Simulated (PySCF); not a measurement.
A PySCF script (with the pyscf-properties extension) for the NMR shieldings of `C=CC1=CCP(C(F)(F)F)C1`, C7H8F3P, on a GFN2-xTB geometry:

```python
import basis_set_exchange as bse
import numpy as np
from pyscf import gto, dft
from pyscf.prop import nmr

atoms = """
C    -2.751437    1.225207    0.322163
C    -2.142607    0.183866   -0.234812
C    -0.816450   -0.289734    0.102603
C    -0.251247   -1.371830   -0.434623
C     1.119947   -1.746223    0.033007
P     1.712751   -0.332688    1.092959
C     2.339670    0.717104   -0.356866
F     3.491576    0.216607   -0.832478
F     1.510672    0.820078   -1.407827
F     2.593254    1.971937    0.048704
C     0.017930    0.431626    1.133771
H    -2.295558    1.818184    1.096430
H    -3.739966    1.522772    0.018905
H    -2.644449   -0.382797   -1.008020
H    -0.735134   -1.991953   -1.171979
H     1.813779   -1.930011   -0.792982
H     1.090655   -2.658318    0.638882
H     0.084693    1.505756    0.941412
H    -0.407885    0.299669    2.132898
"""
names = dict.fromkeys(["C", "P", "F", "H"], "pcSseg-1")
basis = {el: gto.basis.parse(bse.get_basis(n, elements=[el], fmt="nwchem")) for el, n in names.items()}
mol = gto.M(atom=atoms, basis=basis, charge=0, verbose=0)
mf = dft.RKS(mol, xc="PBE0")
mf.grids.level = 2
mf.grids.alignment = dft.numint.BLKSIZE   # the property module wants whole blocks of grid points
mf.conv_tol = 1e-9
mf.kernel()

calc = nmr.RKS(mf)   # GIAO
C = mf.mo_coeff
Co = C[:, mf.mo_occ > 0]
resp = mf.gen_response(singlet=True, hermi=2)
def vind(x):   # induced exchange potential for any number of trial vectors
    d = np.einsum("pi,xij,qj->xpq", C, 2 * x.reshape(-1, C.shape[1], Co.shape[1]), Co, optimize=True)
    return np.einsum("xpq,pi,qj->xij", resp(d - d.transpose(0, 2, 1)), C, Co, optimize=True).ravel()
mo1, _ = nmr.rhf.solve_mo1(calc, with_cphf=vind)
sigma = calc.kernel(mo1)
for i, s in enumerate(sigma):   # ppm
    w = np.linalg.eigvalsh((s + s.T) / 2)
    print("%2d %-2s iso %8.1f  s11 %8.1f  s22 %8.1f  s33 %8.1f" % (i, mol.atom_pure_symbol(i), w.mean(), *w))
```

Task: What does it print?

Result: 
```
 0 C  iso     64.8  s11    -39.1  s22     66.5  s33    167.0
 1 C  iso     45.5  s11    -68.4  s22     49.0  s33    155.9
 2 C  iso     36.8  s11    -64.4  s22     49.1  s33    125.8
 3 C  iso     47.7  s11    -43.3  s22     57.3  s33    129.1
 4 C  iso    151.0  s11    128.3  s22    149.4  s33    175.3
 5 P  iso    334.5  s11    290.8  s22    296.9  s33    416.0
 6 C  iso     43.4  s11     31.4  s22     41.4  s33     57.4
 7 F  iso    251.1  s11    165.5  s22    253.5  s33    334.3
 8 F  iso    251.9  s11    175.6  s22    244.7  s33    335.4
 9 F  iso    251.4  s11    165.8  s22    253.7  s33    334.7
10 C  iso    154.5  s11    133.9  s22    154.4  s33    175.3
11 H  iso     26.2  s11     23.0  s22     24.5  s33     31.2
12 H  iso     26.2  s11     24.4  s22     25.0  s33     29.2
13 H  iso     24.7  s11     22.1  s22     23.6  s33     28.4
14 H  iso     25.6  s11     22.9  s22     26.6  s33     27.3
15 H  iso     28.7  s11     24.4  s22     27.4  s33     34.2
16 H  iso     28.7  s11     23.7  s22     26.3  s33     36.1
17 H  iso     28.8  s11     24.0  s22     28.9  s33     33.5
18 H  iso     28.9  s11     23.6  s22     27.3  s33     35.8
```

These numbers come from an equivalent density-fitted implementation of the same equations, which agrees with the script to about 0.01 ppm for H and up to a few tenths of a ppm for heavy atoms, so last digits may differ.

Size and cost of the density-fitted run: 234 basis functions, about 2.8 core-minutes.
